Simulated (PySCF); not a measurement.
C₄H₄N, SMILES [c]1ccc[nH]1, multiplicity 2.

Geometry: B3LYP-D3(BJ)/def2-SVP. The isomer is the one that the SMILES or the coordinates give; other isomers of the formula were not compared.

Calculation: PBE/def2-TZVP run with PySCF.

Gas-phase values at a fixed geometry.

```json
{
 "total_energy": "-209.28828 hartree",
 "point_group": "Cs",
 "α spin, highest occupied and lowest empty level": "-5.34 and -0.14 eV",
 "β spin, highest occupied and lowest empty level": "-5.10 and -3.91 eV",
 "dipole_moment": "1.78 D",
 "quadrupole, principal values (traceless, Buckingham form, about the centre of nuclear charge)": "-7.62, -1.18, 8.80 D·Å",
 "mean_static_polarisability": "50.2 bohr³ (7.43 Å³)",
 "polarisability_principal_values": "34.4, 56.7, 59.3 bohr³",
 "⟨S²⟩": "0.757 (pure state 0.75)"
}
```
